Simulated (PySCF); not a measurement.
## Gallium: a sound run and one with changed settings

Sound run: Ga [Ar] 3d10 4s2 4p1, Ga+ [Ar] 3d10 4s2. All numbers are calculated (PySCF 2.14, a scalar-relativistic core potential, in cc-pVDZ-PP with ECP10MDF). The sound run starts from symmetry-adapted Hartree-Fock orbitals and uses a fine grid where one is needed.

Changed run: basis STO-3G, all-electron and non-relativistic. This setting is unsound on purpose.

| species | method | sound run (hartree) | changed run (hartree) | converged |
| --- | --- | --- | --- | --- |
| Ga | UHF | -258.29077 | -1900.72850 | yes |
| Ga | TPSS | -259.37043 | -1901.88320 | yes |
| Ga | PBE0 | -259.40173 | -1901.71407 | yes |
| Ga+ | UHF | -258.08810 | -1900.61973 | yes |
| Ga+ | TPSS | -259.15325 | -1901.74696 | yes |
| Ga+ | PBE0 | -259.18347 | -1901.57908 | yes |

Ionisation energy of Ga:

```tsv
method	sound run (eV)	changed run (eV)
UHF	5.515	2.960
TPSS	5.910	3.707
PBE0	5.939	3.673
```

A minimal basis cannot let orbitals breathe on ionisation and holds almost no correlation. The Hamiltonian changed with the basis, so the totals do not compare.

For comparison, NIST gives 5.999 eV between the lowest levels.
